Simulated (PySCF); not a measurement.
# Functional benchmark on one molecule

Molecule: `c1c(CC)cccc1`, C₈H₁₀.

Molfile (atoms numbered from 1):
```
C8H10
     RDKit          3D

 18 18  0  0  0  0  0  0  0  0999 V2000
   -2.5243   -0.4939   -0.6931 C   0  0  0  0  0  0  0  0  0  0  0  0
   -1.7619    0.1065    0.4853 C   0  0  0  0  0  0  0  0  0  0  0  0
   -0.2726    0.1217    0.2639 C   0  0  0  0  0  0  0  0  0  0  0  0
    0.5200   -0.9724    0.6304 C   0  0  0  0  0  0  0  0  0  0  0  0
    1.8911   -0.9811    0.3818 C   0  0  0  0  0  0  0  0  0  0  0  0
    2.4960    0.1093   -0.2415 C   0  0  0  0  0  0  0  0  0  0  0  0
    1.7198    1.2066   -0.6118 C   0  0  0  0  0  0  0  0  0  0  0  0
    0.3490    1.2091   -0.3608 C   0  0  0  0  0  0  0  0  0  0  0  0
   -3.6097   -0.4952   -0.5088 H   0  0  0  0  0  0  0  0  0  0  0  0
   -2.3363    0.0760   -1.6161 H   0  0  0  0  0  0  0  0  0  0  0  0
   -2.2092   -1.5324   -0.8789 H   0  0  0  0  0  0  0  0  0  0  0  0
   -1.9890   -0.4649    1.4001 H   0  0  0  0  0  0  0  0  0  0  0  0
   -2.1145    1.1349    0.6666 H   0  0  0  0  0  0  0  0  0  0  0  0
    0.0529   -1.8300    1.1236 H   0  0  0  0  0  0  0  0  0  0  0  0
    2.4921   -1.8437    0.6804 H   0  0  0  0  0  0  0  0  0  0  0  0
    3.5714    0.1058   -0.4347 H   0  0  0  0  0  0  0  0  0  0  0  0
    2.1854    2.0683   -1.0966 H   0  0  0  0  0  0  0  0  0  0  0  0
   -0.2536    2.0750   -0.6508 H   0  0  0  0  0  0  0  0  0  0  0  0
  1  2  1  0
  2  3  1  0
  3  4  2  0
  4  5  1  0
  5  6  2  0
  6  7  1  0
  7  8  2  0
  8  3  1  0
  1  9  1  0
  1 10  1  0
  1 11  1  0
  2 12  1  0
  2 13  1  0
  4 14  1  0
  5 15  1  0
  6 16  1  0
  7 17  1  0
  8 18  1  0
M  END
```

Geometry PBE0-D3(BJ)/def2-SVP throughout; GIAO in PySCF 2.14, gas phase, one conformer, non-relativistic; equivalent atoms averaged; basis pcSseg-1.

Reference values (estimated from measurements, as parent shift plus tabulated substituent increments; solution, not stated per compound (mostly CDCl3 or CCl4); Pretsch, Buehlmann, Badertscher, Structure Determination of Organic Compounds, 4th ed. (2009)): δ(C4/C8) = 127.9 ppm, δ(C5/C7) = 128.4 ppm, δ(C6) = 125.7 ppm, δ(H14/H18) = 7.20 ppm, δ(H15/H17) = 7.29 ppm, δ(H16) = 7.16 ppm. Computed shifts are taken against TMS, calculated as an isolated molecule at each level.

How do the functionals HF, LDA, BP86, OPBE, KT2, PBE0, WP04, LC-wPBE perform against the reference? Times are CPU seconds on shared hosts with different chips, so compare them loosely; the GGAs took longer than the global hybrids here, which isn't the general rule, and the cause wasn't traced.

Answers


```tsv
functional	kind	C4/C8	C5/C7	C6	H14/H18	H15/H17	H16	mean abs. error C	mean abs. error H	core-s
HF	Hartree–Fock	135.5	136.8	132.8	7.37	7.50	7.34	7.7	0.19	13
LDA	LDA	137.1	137.3	134.4	7.30	7.42	7.31	8.9	0.13	31
BP86	GGA	131.5	131.6	128.9	7.18	7.29	7.18	3.3	0.01	36
OPBE	GGA	126.2	125.9	123.6	7.26	7.39	7.28	2.1	0.09	36
KT2	GGA	123.3	123.5	121.0	7.02	7.11	7.01	4.7	0.17	38
PBE0	global hybrid	134.0	134.1	131.3	7.30	7.42	7.31	5.8	0.13	26
WP04	global hybrid	133.7	133.4	131.1	6.96	7.06	6.98	5.4	0.22	23
LC-wPBE	range-separated hybrid	139.5	139.9	136.8	7.45	7.57	7.44	11.4	0.27	84
```

For 13C the closest is OPBE (2.1 ppm) and the furthest LC-wPBE (11.4 ppm).

For 1H the closest is BP86 (0.01 ppm) and the furthest LC-wPBE (0.27 ppm). One molecule is a small sample, and vibrational and solvent effects are absent from the calculation.
